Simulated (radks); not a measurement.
Values are calculated unless marked as measured or tabulated.
Orbital eigenvalues (eV) of the copper ion Cu9+, [Ar] 3d2, at several levels of relativity; Dirac values are averaged over j with weights 2j + 1. Spin-unpolarised spherical Kohn-Sham, PBEsol, point nucleus unless stated (finite: rms radius 3.8823 fm), a radial shooting solver on a logarithmic mesh with Libxc functionals. A level marked "c x" has the speed of light scaled by that factor and shares open shells by 2j + 1; other Dirac levels either fill j = l - 1/2 first or share by 2j + 1.

shell       non-rel.  Dirac, 2j+1 shares  Dirac, low j first  Dirac, c x 0.75  change of magnitude, last against first (%)
1s           -8975.5             -9076.9             -9076.8          -9159.1                                        +2.05
2s           -1281.8             -1303.3             -1303.1          -1320.8                                        +3.05
2p           -1153.8             -1158.2             -1158.0          -1161.7                                        +0.68
3s           -323.58             -327.66             -327.62          -330.98                                        +2.29
3p           -282.43             -283.37             -283.33          -284.13                                        +0.60
3d           -213.89             -213.14             -213.09          -212.55                                        -0.63
4s (empty)   -131.92             -133.04             -133.03          -133.94                                        +1.53
4p (empty)   -118.20             -118.51             -118.50          -118.75                                        +0.47
